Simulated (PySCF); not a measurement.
C3H7FMg, SMILES C[CH](C)[Mg][F].

Geometry optimised at PBE-D3(BJ)/def2-SVP. The structure was generated by enumeration; whether it is a known compound was not checked. The values are those of a single conformer.

Computed with PySCF with PBE/def2-TZVP.

Symmetry labels are those of the subgroup Cs that the program uses (full group Cs).

**Question.** List the valence orbital energies around the gap with their symmetry. (An estimate is asked for; the answer gives what the named calculation found.)

**Answer.** 
```
orbital  symmetry  energy (eV)
-------  --------  -----------
HOMO−7         A"        -9.68
HOMO−6         A"        -9.14
HOMO−5         A'        -8.37
HOMO−4         A"        -8.16
HOMO−3         A'        -7.99
HOMO−2         A"        -7.66
HOMO−1         A'        -7.66
HOMO           A'        -5.50
LUMO           A'        -1.83
LUMO+1         A'        -0.65
LUMO+2         A"        -0.59
LUMO+3         A'         0.65
```
